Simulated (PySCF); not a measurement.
**Spinor energies of Mn(12+) (manganese, charge +12)**

Start: [Ne] 3s2 3p1; 3p3/2 filled at m_j = +3/2. Calculated with PySCF 2.14 in an uncontracted even-tempered set (19 s from 0.88 bohr⁻², ratio 2.4; 13 p from 1.1 bohr⁻², ratio 2.4; 5 d from 4.8 bohr⁻², ratio 2.6; 4 f from 7.2 bohr⁻², ratio 2.6): generalised Hartree-Fock with the X2C-1e Hamiltonian and a Gaussian nucleus; one run each with spin-orbit coupling (SO) screened by Boettger's factors, then bare. This is a chosen level, not necessarily the ground level.

```json
{"spinor shell": "1s1/2", "electrons": "2", "ε, screened SO (eV)": "-6946.5", "ε, bare SO (eV)": "-6946.5", "weight of nominal j (bare SO)": "1.000", "rms radius, bare SO (bohr)": "0.0703"}
{"spinor shell": "2s1/2", "electrons": "2", "ε, screened SO (eV)": "-1137.1", "ε, bare SO (eV)": "-1137.1", "weight of nominal j (bare SO)": "1.000", "rms radius, bare SO (bohr)": "0.298"}
{"spinor shell": "2p1/2", "electrons": "2", "ε, screened SO (eV)": "-1018.3", "ε, bare SO (eV)": "-1018.9", "weight of nominal j (bare SO)": "0.997", "rms radius, bare SO (bohr)": "0.268"}
{"spinor shell": "2p3/2", "electrons": "4", "ε, screened SO (eV)": "-1008.1", "ε, bare SO (eV)": "-1007.8", "weight of nominal j (bare SO)": "0.999", "rms radius, bare SO (bohr)": "0.270"}
{"spinor shell": "3s1/2", "electrons": "2", "ε, screened SO (eV)": "-371.57", "ε, bare SO (eV)": "-371.57", "weight of nominal j (bare SO)": "1.000", "rms radius, bare SO (bohr)": "0.783"}
{"spinor shell": "3p3/2", "electrons": "1", "ε, screened SO (eV)": "-340.85", "ε, bare SO (eV)": "-340.79", "weight of nominal j (bare SO)": "1.000", "rms radius, bare SO (bohr)": "0.788"}
```

```tsv
quantity	screened SO	bare SO
E (hartree)	-1096.93475	-1096.93531
M_J	3/2	3/2
⟨J²⟩	3.753	3.753
⟨L²⟩	2.003	2.003
⟨S²⟩	0.751	0.751
```

Each row is a mean over spinors that exchange with the open shell spreads, by up to 7.461 eV (3s1/2).
